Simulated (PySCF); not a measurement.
Compound: Ge(GeH3)Me3, C3H12Ge2.
InChI=1S/C3H12Ge2/c1-5(2,3)4/h1-4H3

Level of theory: TDDFT PBE0/def2-SVPD, vertical, gas phase, core orbitals frozen in the response in PySCF. Isolated species at its PBE0-D3(BJ)/def2-SVP geometry, gas phase. Relativistic effects, spin–orbit coupling among them, are left out although an element past zinc is present.

**Question.** Predict the UV-vis stick spectrum at this level.

**Answer.** 

```
state  E (eV)  E (hartree)       f    main configurations (H = HOMO, L = LUMO)
   S1    6.64       0.2442   0.077                                   H→L (99%)
   S2    7.08       0.2601   0.040                            H→L+1/L+2 (≥95%)
   S3    7.08       0.2602   0.040                            H→L+1/L+2 (≥95%)
   S4    7.38       0.2712   0.280                                 H→L+3 (94%)
   S5    7.61       0.2795   0.081                            H-2/H-1→L (≥93%)
   S6    7.61       0.2795   0.081                            H-2/H-1→L (≥93%)
   S7    7.82       0.2875   0.261                                 H→L+4 (93%)
   S8    7.99       0.2935  0.0009                      H-2/H-1→L+1/L+2 (≥82%)
   S9    8.02       0.2948   0.021                      H-2/H-1→L+1/L+2 (≥72%)
  S10    8.03       0.2949   0.022  H-2/H-1→L+1/L+2 (≥68%), H-2/H-1→L+3 (≥10%)
  S11    8.06       0.2963  0.0006                                 H→L+5 (91%)
  S12    8.07       0.2964  0.0005                                 H→L+6 (91%)
  S13    8.07       0.2965   0.228                      H-2/H-1→L+1/L+2 (≥81%)
  S14    8.14       0.2992   0.050   H-2/H-1→L+3 (≥77%), H-2/H-1→L+1/L+2 (≥8%)
  S15    8.14       0.2993   0.051                          H-2/H-1→L+3 (≥81%)
```

Triplets, Tamm–Dancoff:

```json
{"state": "T1", "E (eV)": "6.37", "λ (nm)": "194.5", "main configurations (H = HOMO, L = LUMO)": "H→L (65%), H→L+3 (26%)"}
{"state": "T2", "E (eV)": "6.39", "λ (nm)": "194.1", "main configurations (H = HOMO, L = LUMO)": "H→L+1/L+2 (≥88%)"}
{"state": "T3", "E (eV)": "6.39", "λ (nm)": "194.1", "main configurations (H = HOMO, L = LUMO)": "H→L+1/L+2 (≥87%)"}
```

The lowest singlet comes at 187 nm (641 kJ/mol) in the vacuum ultraviolet; it is of moderate strength; its leading configuration is HOMO→LUMO (99%). The strongest level in the table is S4 at 7.38 eV (168 nm, f = 0.280). S2/S3, S5/S6, S9/S10, S11/S12/S13 and S14/S15 lie within about 0.01 eV of each other in each set. Löwdin shares by element: HOMO germanium 59%, carbon 13% or more (atoms not listed hold the other 28%); LUMO germanium 38%, hydrogen 12% or more (atoms not listed hold the other 50%). Of the 15 states listed, 12 reach f = 0.01 and none stays under 0.0005. Weighted by f, the mean energy of these states is 7.65 eV. Orbital energies (eV): HOMO-3 -9.35, HOMO-2 -8.39, HOMO-1 -8.39, HOMO -7.44, LUMO 0.24, LUMO+1 0.75, LUMO+2 0.75. Orbitals of the list HOMO-3 to LUMO+2 that lie within 0.01 eV of each other are written together with a slash and their weights summed (≥ marks a lower bound); for degenerate orbitals outside that list single weights are arbitrary. The window holds the lowest 15 singlets.
